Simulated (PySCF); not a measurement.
**Excitation energy of Mg by level of theory**

Mg [Ne] 3s2 (1S) → Mg [Ne] 3d2 (3F), as a difference of total energies. All numbers are calculated (PySCF 2.14, the spin-free X2C one-electron Hamiltonian (Gaussian nucleus), in x2c-QZVPPall with one added diffuse shell each of s, p, d, f type (10s7p6d3f, 82 functions)). Correlated levels: valence: [Ne] frozen; valence and next inner shell: 1s2 frozen. The calculations carry no spin-orbit coupling.

| method | excitation energy (eV) |
| --- | --- |
| UHF | 13.081 |
| LDA | 13.676 |
| PBE | 13.225 |
| PBE0 | 13.363 |
| r2SCAN | 13.201 |
| r2SCAN0 | 13.406 |
| CAM-B3LYP | 14.161 |
| wB97X | 13.720 |
| PBEsol | 13.199 |
| MP2 (valence) | 13.672 |
| SCS-MP2 (valence) | 13.835 |
| MP2 (valence and next inner shell) | 13.998 |
| SCS-MP2 (valence and next inner shell) | 14.090 |

Question: How much does correlation contribute at MP2 (valence and next inner shell)?

Answer: 13.998 − (13.081) = 0.917 eV, measured against UHF.

The upper state lies above the first ionisation limit, where it may autoionise and the basis confines it.

The promoted electron is Rydberg-like, and one or two diffuse shells describe it only roughly, which tends to raise the upper state.
